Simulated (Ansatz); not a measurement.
FH₆NOSi₂, SMILES O([SiH2]N)[SiH2]F.

Coordinates come from a PBE0-D3(BJ)/def2-SVP optimisation. The structure was generated by enumeration, and PubChem lists no compound with its InChIKey, so it may never have been made. The values are those of a single conformer.

Two levels are set side by side: PBE/def2-SVPD (Ansatz, an electronic-structure program) and PBE0/def2-SVPD (Ansatz). Energy differences of separate SCF runs at the same geometry; the states with an electron removed or added have multiplicity 2 and 2. Differences are taken from unrounded values.

```tsv
quantity	PBE0
vertical ionisation energy (eV)	10.31
vertical singlet–triplet gap (eV)	6.47
```

What does PBE give, and how far is it from PBE0? (The exact figures need the calculation; the answer reports its results.)


```csv
quantity,PBE,PBE minus PBE0
vertical ionisation energy (eV),9.78,-0.53
vertical singlet–triplet gap (eV),6.30,-0.17
```
